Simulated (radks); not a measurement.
Values are calculated unless marked as measured or tabulated.
These are the eigenvalues of the occupied orbitals of an atom or ion with whole-number occupations (eV). Code: a radial shooting solver on a logarithmic mesh with Libxc functionals. Model: Dirac Kohn-Sham, PBEsol, spin-unpolarised, spherical densities, finite nucleus; Fermi nuclear charge, rms radius of each element as measured or else 0.836 A^(1/3) + 0.57 fm.

| orbital | eigenvalue |
|---|---|
| 1s1/2 | -85432.96 |
| 2s1/2 | -15224.08 |
| 2p1/2 | -14621.82 |
| 2p3/2 | -12557.50 |
| 3s1/2 | -3655.686 |
| 3p1/2 | -3382.593 |
| 3p3/2 | -2923.727 |
| 3d3/2 | -2470.513 |
| 3d5/2 | -2372.474 |
| 4s1/2 | -838.2950 |
| 4p1/2 | -720.4209 |
| 4p3/2 | -608.7601 |
| 4d3/2 | -415.7650 |
| 4d5/2 | -394.9273 |
| 5s1/2 | -159.9501 |
| 4f5/2 | -145.7060 |
| 4f7/2 | -141.1052 |
| 5p1/2 | -120.3082 |
| 5p3/2 | -100.0065 |
| 5d3/2 | -45.7198 |
| 5d5/2 | -43.4046 |

Which element is it, and in what charge state? The configuration may be excited. Open shells, if any, fill j = l - 1/2 first.

Answer. Z = 81, thallium, charge +3: Tl3+ in [Xe] 4f14 5d10. The list shows which subshells hold electrons but not how many an open one holds; the 1s level, -3139.6 hartree, gives Z - s = 79.2 by -(Z - s)^2/2, which with screening and relativity narrows Z to a few neighbours, and the depths of the outer levels then fix element, charge and occupations together.
